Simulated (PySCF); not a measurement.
PySCF input for GaH3Se2, SMILES [SeH][GaH][SeH], C-PCM-ωB97X/def2-SVP. Geometry: B3LYP-D3(BJ)/def2-SVP. The structure was generated by enumeration; whether it is a known compound was not checked. The values are those of a single conformer.

```python
import numpy as np
from pyscf import gto, scf, dft
from pyscf.solvent import pcm

mol = gto.M(
    atom='''
    Ga    0.00000000    0.00000000   -0.79824763
    H    -0.00000001    0.00000000   -2.36007583
    Se   -0.00000000   -2.04075270    0.34915948
    H    -0.00000000   -1.40614673    1.68145366
    Se   -0.00000000    2.04075270    0.34915948
    H     0.00000000    1.40614672    1.68145366
    ''',
    basis='def2-SVP',
    charge=0,
    spin=0,
    max_memory=1600,
    verbose=3,
)
mf = dft.RKS(mol, xc='wb97x').density_fit(auxbasis='def2-universal-jkfit')
mf.grids.level = 3
mf.conv_tol = 1e-9
mf.max_cycle = 100
mf.kernel()
res = {}
for name, eps in {'water': 78.355, 'dichloromethane': 8.93, 'tetrahydrofuran': 7.4257}.items():
    s = mf.PCM()
    s.with_solvent.method, s.with_solvent.eps, s.with_solvent.lebedev_order = 'C-PCM', eps, 29
    s.kernel(mf.make_rdm1())
    res[name] = (s.e_tot, eps, s.dip_moment(), s.mo_energy, s.converged)
    print(f'{name}: electrostatic solvation free energy {(s.e_tot - mf.e_tot) * 627.509474:.3f} kcal/mol')
```

Output:

```
converged SCF energy = -6729.11390439629

WARN: PCM is an experimental feature. It is still in testing.
Features and APIs may be changed in the future.

converged SCF energy = -6729.12064854381
Dipole moment(X, Y, Z, Debye):  0.00000,  0.00000,  0.72254
water: electrostatic solvation free energy -4.232 kcal/mol

WARN: PCM is an experimental feature. It is still in testing.
Features and APIs may be changed in the future.

converged SCF energy = -6729.11985994772
Dipole moment(X, Y, Z, Debye):  0.00000,  0.00000,  0.68377
dichloromethane: electrostatic solvation free energy -3.737 kcal/mol

WARN: PCM is an experimental feature. It is still in testing.
Features and APIs may be changed in the future.

converged SCF energy = -6729.11968399193
Dipole moment(X, Y, Z, Debye):  0.00000,  0.00000,  0.67548
tetrahydrofuran: electrostatic solvation free energy -3.627 kcal/mol
```

The run converged.

Cost: around 120 core-seconds (rough).
